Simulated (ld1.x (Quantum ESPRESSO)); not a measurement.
**Before and after: RRKJ potential for Os (Z = 76)**

| Quantity | Value |
| --- | --- |
| Element | Os |
| Generator | ld1.x (Quantum ESPRESSO) 7.5 |
| Type | norm-conserving RRKJ (Kleinman–Bylander form) |
| Functional | LDA (PZ) |
| Relativity | fully relativistic |
| Frozen core | [Xe] 4f14 |
| Valence charge | 8 |
| Reference configuration | 5d6 6s0 6p0 (charge +2) |
| Partial waves | 6p (bound, empty): rc 2.25 bohr; 5d (bound): rc 2.45 bohr; 6s (bound, empty): rc 2.55 bohr |
| Local potential | the s channel |
| Core correction | a·sin(br)/r model core, default radius (core density twice the valence density) |
| rho0 | 0.02 |

Open shells are filled in proportion to 2j + 1 (rel_dist='average').

All-electron outer shells of the reference configuration (LDA (PZ), scalar-relativistic, ld1.x):

| shell | level (eV) | outermost node (bohr) | outermost maximum (bohr) |
| --- | --- | --- | --- |
| 5p | -68.33 | 0.55 | 1.03 |
| 5d | -23.23 | 0.60 | 1.34 |
| 6s | -21.18 | 1.20 | 2.33 |
| 6p | -13.94 | 1.41 | 2.88 |

Change: wave 5d (bound): rc 2.45 bohr becomes 5d (bound): rc 3.46 bohr.

Cutoffs: the cutoffs (Ry, on a coarse ladder) from which the occupation-weighted sum of valence levels, in a spherical-Bessel basis at the reference potential, stays within 10 and 1 mRy of its value at 400 Ry; they do not see the model core or the augmentation charge, which bear on the density cutoff. Errors are all-electron minus pseudo energies relative to the spin-unpolarised reference configuration.

Task: How do hardness, ghosts and transferability respond?

Result: The potential gets softer (30 Ry and 30 Ry → 15 Ry and 21 Ry); both files keep a bound ghost (p); of the 7 tests that both files solve, the error grows in 5 and shrinks in 0 by more than 15 % and 0.3 meV (median size 58.2 → 80.3 meV). A larger radius leaves more room for a smooth pseudo-wave, so fewer plane waves are needed. More of the atom is replaced by a form fitted at one configuration, so other configurations suffer.

| quantity | base | changed |
| --- | --- | --- |
| cutoff, loose | 30 Ry | 15 Ry |
| cutoff, tight | 30 Ry | 21 Ry |
| bound ghosts | p3/2 | p3/2 |
| error for 5d6 6s2 6p0, meV [ΔE -27.15 eV] | -25 | -124 |
| error for 5d6 6s1 6p0, meV [ΔE -17.28 eV] | -9.4 | -47 |
| error for 5d5 6s0 6p0, meV [ΔE 29.15 eV] | -101 | +203 |
| error for 5d6 6s0 6p1, meV [ΔE -11.11 eV] | -0.8 | -12 |
| error for 5d7 6s0 6p0, meV [ΔE -17.76 eV] | -64 | +80 |
| error for 5d7 6s1 6p0, meV [ΔE -26.81 eV] | -58 | -51 |
| error for 5d5 6s2 6p1, meV [ΔE -21.06 eV] | -93 | +94 |

 A true bound ghost makes a file unfit for plane-wave use even where its test errors are small: the radial tests pick states by their node count and pass the ghost by.
